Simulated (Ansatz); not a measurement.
Reaction (ligand exchange at the Al–C bond): `C[CH2][Al]([SH])[SH]` + CH₃OH → `C[O][Al]([SH])[SH]` + `CC`

Program: Ansatz. Geometries: PBE0-D4/def2-TZVP. ΔE: electronic, gas phase. CCSD(T)/CBS is the MP2 limit (def2-TZVPP, def2-QZVPP) plus CCSD(T) − MP2 in def2-TZVPP, frozen cores. This one scheme is used for every species. Functionals use def2-TZVPP. Each species was taken in one conformer, which may not be the lowest.

Question: Is it downhill or uphill in electronic energy at CCSD(T)/CBS, and by how much? (An estimate is asked.)

Answer: Ansatz gave: Downhill: ΔE = -139.3 kJ/mol.

Question: What do these levels give: r2SCAN-D4, ωB97X-V, B2PLYP, MP2/def2-TZVPP, CCSD(T)/def2-TZVPP, MP2/CBS(def2)? (Best estimate.)

Answer: The calculation gave: r2SCAN-D4 -142.7, ωB97X-V -141.4, B2PLYP -147.7, MP2/def2-TZVPP -143.2, CCSD(T)/def2-TZVPP -141.4, MP2/CBS(def2) -141.1 kJ/mol.

Largest T1 diagnostic among the species: 0.012.

The D4 term adds +3.0 kJ/mol with B3LYP and +1.8 kJ/mol with PBE0; it sums over pairs of atoms, weighted by their polarisabilities, and B3LYP, whose exchange is more repulsive, gets the larger term. From PBE to PBE0 (25 % exact exchange), in def2-TZVPP and without D4, ΔE moves by −3.4 kJ/mol.

B3LYP here is the variant with VWN-RPA as its local correlation; programs differ in this.
